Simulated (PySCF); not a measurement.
Vertical excitations of a molecule C₂H₆OSi₂ from TDDFT-CAM-B3LYP/def2-SVPD (PySCF), as energy in eV (oscillator strength): 5.91 (0.004), 6.07 (0.030), 6.21 (0.004), 6.41 (0.012), 7.07 (0.026), 7.26 (0.059), 7.38 (0.192), 7.44 (0.008), 7.57 (0.020), 7.77 (0.021). Lowest triplet (TDA): 4.91 eV. Geometry optimised at ωB97X-D3(BJ)/def2-SVP. Other conformers were not sampled.

Pick the molecule that these values belong to.
A) C#C[SiH2][SiH2]O
B) [SiH3]C1=C[SiH2]O1
C) O[Si@@H]1C=C[SiH2]1
D) O=C1[SiH2]C[SiH2]1

A, C#C[SiH2][SiH2]O
